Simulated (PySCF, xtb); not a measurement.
Se(Br)(Me) (CH₃BrSe), SMILES Br[Se]C.

Harmonic wavenumbers (cm⁻¹) from GFN2-xTB (xtb) at its own minimum, in rising order: 151, 167, 288, 563, 867, 886, 1289, 1423, 1427, 2997, 3005, 3031.

Problem. What does PySCF with PBE-D3(BJ)/def2-SVP give at its own minimum? (The exact figures need the calculation; the answer reports its results.)

Solution. 159, 165, 286, 579, 864, 882, 1236, 1363, 1396, 2978, 3092, 3116. Paired by order, the mean absolute difference is 31 cm⁻¹ and the zero-point energies are 23.0 and 23.0 kcal/mol.
